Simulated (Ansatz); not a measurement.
`FCCC(F)(F)F` → `[CH2]C(F)(F)F`• + `[CH2]F`• at 700 K and 1 bar (homolysis of the C–C bond).

Calculated with Ansatz (gas phase, PBE0-D4/def2-TZVP geometries, no zero-point term in ΔE). CCSD(T)/CBS adds triple-zeta CCSD(T) − MP2 to the extrapolated MP2 energy (def2 sets, frozen cores). This one scheme is used for every species. Open shells (•) are unrestricted, without spin–orbit coupling. One conformer a species, not always the lowest.

```tsv
species	CCSD(T)/CBS energy (Eh)	H − E (kJ/mol)	S (J/(mol·K))
`FCCC(F)(F)F`	-515.73968	273.8	468.0
`[CH2]C(F)(F)F`•	-376.61963	156.6	396.7
`[CH2]F`•	-138.96036	95.0	276.8
```

H − E and S are ideal-gas, rigid-rotor, harmonic terms from PBE0-D4/def2-TZVP, for one conformer and one mirror image of each species, with the whole ground term of open shells counted as degenerate. 1 Eh = 2625.50 kJ/mol, R = 8.31446 J/(mol·K).

**Question.** By hand: ΔE, ΔH, ΔS and ΔG.

**Answer.** ΔE = (-376.61963) + (-138.96036) − (-515.73968) = 0.15969 Eh = 419.3 kJ/mol. Δ(H − E) = 156.6 + 95.0 − 273.8 = -22.2, so ΔH = 397.1 kJ/mol. ΔS = 396.7 + 276.8 − 468.0 = 205.5 J/(mol·K). ΔG = 397.1 − 700 × (205.5)/1000 = 253.3 kJ/mol.

**Question.** By hand: the equilibrium constant, and the temperature at which ΔG would vanish if ΔH and ΔS stayed fixed.

**Answer.** log₁₀ K = −ΔG/(RT ln 10) = -18.9. ΔG = 0 at ΔH/ΔS = 1932 K.

The number of gas molecules changes by +1, which sets the sign of ΔS. A doubt of 5 kJ/mol in ΔE shifts log₁₀ K by 0.4 here. Other conformers and mirror images would add mixing entropy, several J/(mol·K) or more a flexible species. These are equilibria of isolated gas molecules and say nothing of rates. Largest T1 diagnostic: 0.015 (customary marks: 0.02 for closed shells, 0.045 for open ones).
